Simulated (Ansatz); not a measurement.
BH₅O₂SSi (`OB(O)S[SiH3]`), relaxed with RKS PBE-D4/def2-SVP in Ansatz 0.2.0 from a rough embedded geometry. The force threshold is 0.03 eV/Å; the program also tests the step.

Total charge 0; spin multiplicity 1.

Start:

```xyz
10

O     1.029   -0.597    1.869
B     0.882    0.469    0.943
O     0.305    1.701    1.427
S     1.423    0.365   -0.894
Si   -0.469   -0.456   -1.459
H     0.267   -1.167    1.804
H    -0.696    1.621    1.245
H    -0.435   -0.711   -2.942
H    -0.772   -1.736   -0.785
H    -1.534    0.511   -1.208
```

(1) How much energy does the relaxation release, and in how many steps? (Estimate.)

(2) Which bonds change most? (An estimate is asked.)

(3) Give the relaxed structure. (Estimate.)

Answers

(1) Computed: 139.73 kJ/mol, in 20 steps, 1 of them rejected.

(2) Computed: B2–O3 from 1.445 to 1.365 Å; O1–B2 from 1.420 to 1.364 Å; O3–H7 from 1.020 to 0.973 Å; Si5–H10 from 1.460 to 1.503 Å.

(3) The calculation gave: 
```xyz
10

O     0.130   -0.537    1.668
B     0.463    0.659    1.104
O     0.681    1.706    1.953
S     0.643    0.949   -0.741
Si   -0.521   -0.702   -1.490
H     0.113   -1.282    1.040
H     0.825    2.543    1.478
H    -0.237   -0.834   -2.957
H    -0.102   -1.980   -0.795
H    -1.995   -0.521   -1.260
```
